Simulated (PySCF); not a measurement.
This PySCF input asks for the NMR shieldings of `InChI=1S/C7H12Si/c1-2-5-8-6-3-4-7-8/h2-4,8H,1,5-7H2`; the geometry comes from GFN2-xTB.

```python
import basis_set_exchange as bse
import numpy as np
from pyscf import gto, dft
from pyscf.prop import nmr

atoms = """
C     3.109636   -0.293879   -0.702281
C     2.471020    0.499680    0.138754
C     1.177191    1.173021   -0.145985
Si   -0.226849    0.373969    0.876348
C    -0.610642   -1.414313    0.334000
C    -2.033020   -1.351196   -0.137778
C    -2.674208   -0.196564   -0.099848
C    -1.964047    1.019125    0.416374
H     2.732538   -0.487185   -1.693569
H     4.036848   -0.776004   -0.443820
H     2.872249    0.675949    1.128102
H     1.248756    2.228858    0.115941
H     0.950009    1.107517   -1.210394
H     0.053613    0.488078    2.316834
H    -0.520510   -2.141576    1.141907
H     0.034977   -1.773448   -0.469705
H    -2.495443   -2.258763   -0.499579
H    -3.698604   -0.090214   -0.428546
H    -1.963597    1.801085   -0.344850
H    -2.505066    1.426540    1.271121
"""
names = dict.fromkeys(["C", "Si", "H"], "pcSseg-1")
basis = {el: gto.basis.parse(bse.get_basis(n, elements=[el], fmt="nwchem")) for el, n in names.items()}
mol = gto.M(atom=atoms, basis=basis, charge=0, verbose=0)
mf = dft.RKS(mol, xc="PBE0")
mf.grids.level = 2
mf.grids.alignment = dft.numint.BLKSIZE   # the property module wants whole blocks of grid points
mf.conv_tol = 1e-9
mf.kernel()

calc = nmr.RKS(mf)   # GIAO
C = mf.mo_coeff
Co = C[:, mf.mo_occ > 0]
resp = mf.gen_response(singlet=True, hermi=2)
def vind(x):   # induced exchange potential for any number of trial vectors
    d = np.einsum("pi,xij,qj->xpq", C, 2 * x.reshape(-1, C.shape[1], Co.shape[1]), Co, optimize=True)
    return np.einsum("xpq,pi,qj->xij", resp(d - d.transpose(0, 2, 1)), C, Co, optimize=True).ravel()
mo1, _ = nmr.rhf.solve_mo1(calc, with_cphf=vind)
sigma = calc.kernel(mo1)
for i, s in enumerate(sigma):   # ppm
    w = np.linalg.eigvalsh((s + s.T) / 2)
    print("%2d %-2s iso %8.1f  s11 %8.1f  s22 %8.1f  s33 %8.1f" % (i, mol.atom_pure_symbol(i), w.mean(), *w))
```

Q: What are the results?

A: 
```
 0 C  iso     67.7  s11    -43.0  s22     89.8  s33    156.3
 1 C  iso     44.0  s11    -77.4  s22     47.6  s33    162.0
 2 C  iso    160.4  s11    143.1  s22    155.3  s33    182.8
 3 Si iso    356.0  s11    310.8  s22    374.5  s33    382.7
 4 C  iso    168.5  s11    155.0  s22    160.5  s33    189.9
 5 C  iso     48.4  s11    -61.1  s22     64.6  s33    141.8
 6 C  iso     48.9  s11    -59.9  s22     66.8  s33    139.7
 7 C  iso    168.0  s11    156.6  s22    159.3  s33    188.3
 8 H  iso     26.4  s11     22.6  s22     25.8  s33     30.7
 9 H  iso     26.5  s11     23.4  s22     25.6  s33     30.7
10 H  iso     25.6  s11     23.2  s22     25.0  s33     28.6
11 H  iso     29.8  s11     25.4  s22     28.5  s33     35.3
12 H  iso     30.0  s11     26.6  s22     29.6  s33     33.9
13 H  iso     27.1  s11     24.1  s22     25.0  s33     32.4
14 H  iso     30.1  s11     25.5  s22     27.8  s33     37.0
15 H  iso     30.1  s11     25.2  s22     28.9  s33     36.3
16 H  iso     25.6  s11     23.3  s22     26.4  s33     27.2
17 H  iso     25.6  s11     23.2  s22     26.3  s33     27.4
18 H  iso     30.2  s11     26.0  s22     28.4  s33     36.3
19 H  iso     30.0  s11     25.4  s22     27.5  s33     37.1
```

These numbers come from an equivalent density-fitted implementation of the same equations, which agrees with the script to about 0.01 ppm for H and up to a few tenths of a ppm for heavy atoms, so last digits may differ.

Q: Turn these shieldings into chemical shifts. Scale: ¹³C (σref 186.93) and ²⁹Si (σref 349.16) and ¹H (σref 31.72) against TMS (reference shieldings calculated alike).

A: Averaging equivalent atoms: C 1: 142.9; C 5/6: 138.3; C 0: 119.3; C 2: 26.5; C 4/7: 18.7; Si 3: -6.8; H 10: 6.13; H 16/17: 6.09; H 8: 5.32; H 9: 5.17; H 13: 4.59; H 11/12: 1.82; H 14/19: 1.68; H 15/18: 1.55 ppm. 

Size and cost of the density-fitted run: 203 basis functions, 39 s wall time on 1 thread of an Arm Neoverse V1, shared host; peak memory 0.92 GiB.
